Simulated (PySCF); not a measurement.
SMILES [NH][SiH3] (H₄NSi), doublet, B3LYP/def2-SVP optimised geometry.

```
6

N     -1.14     0.75     0.00
Si    -0.35    -0.83     0.00
H     -0.50     1.56     0.00
H     -0.83    -1.56    -1.21
H     -0.83    -1.56     1.21
H      1.14    -0.83     0.00
```

Density from PySCF 2.14.0 with unrestricted B3LYP/def2-TZVP at that geometry.

Minimum of the electron density along straight lines between bonded atoms, close to the bond critical point (lines longer than 1.1 times the sum of covalent radii, or with two minima, are not listed):

| bond | length / Å | ρ at the minimum / e bohr⁻³ | ∇²ρ there / e bohr⁻⁵ | position (fraction from the first atom) |
|---|---|---|---|---|
| N1–Si2 | 1.766 | 0.126 | ___ | 0.60 |
| N1–H3 | 1.030 | ___ | ___ | 0.73 |
| Si2–H4 | 1.493 | 0.120 | 0.14 | 0.49 |
| Si2–H5 | 1.493 | 0.120 | 0.14 | 0.49 |
| Si2–H6 | 1.497 | 0.120 | 0.14 | 0.49 |

Problem. Fill in the missing entries.

Solution. 
- N1–Si2, ∇²ρ there / e bohr⁻⁵: 0.45
- N1–H3, ρ at the minimum / e bohr⁻³: 0.324
- N1–H3, ∇²ρ there / e bohr⁻⁵: -1.49
